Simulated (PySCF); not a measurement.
Harmonic spectrum computed at PBE0 in the def2-TZVPD basis family (core potentials from Rb on, PySCF, no spin–orbit coupling):

```
symmetry  ω (cm⁻¹)  IR (km/mol, summed over degenerate members)
      e'       617                                          681
    a2''       622                                          428
      e'      1483                                         1597
     a1'      1561                                          0.0
```

Question: Which molecule gave it? In each, all ligands are bound to the one heavy central atom.
A. CdH₃⁻ (singlet)
B. MgH₃⁻ (singlet)
C. ZnH₃⁻ (singlet)
D. CuH₃⁻ (doublet)

Answer: C. It has D3h symmetry with Zn–H 1.650 Å (×3).
